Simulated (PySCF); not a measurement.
Calculation: PBE0-D4/def2-TZVP (PySCF). Gas-phase values, no solvent. One relaxed conformer stands for a flexible species; it need not be the lowest. Delta-SCF ions had no search for a lower state. 

Reference species (SMILES): `O[SiH2]CC` (C–C–Si–O torsion 178°, C–Si–O–H torsion 71°) (neutral, multiplicity 1).

```
Property                                  Result
--------------------------------------  --------
HOMO                                    -8.05 eV
HOMO–LUMO gap                            8.46 eV
S1 oscillator strength                     0.008
vertical ionisation energy (Delta-SCF)  10.14 eV
```

Changed species: `O[SiH2]Br` (H–O–Si–Br torsion 58°) (X = bromo; the reference has X = ethyl).

Q: What does the change do to the HOMO, HOMO–LUMO gap, S1 oscillator strength and vertical ionisation energy (Delta-SCF)?

A: the HOMO drops by 0.36 eV, to -8.41 eV; the HOMO–LUMO gap increases by 0.03 eV, to 8.49 eV; the S1 oscillator strength hardly moves; the vertical ionisation energy (Delta-SCF) increases by 0.59 eV, to 10.73 eV.
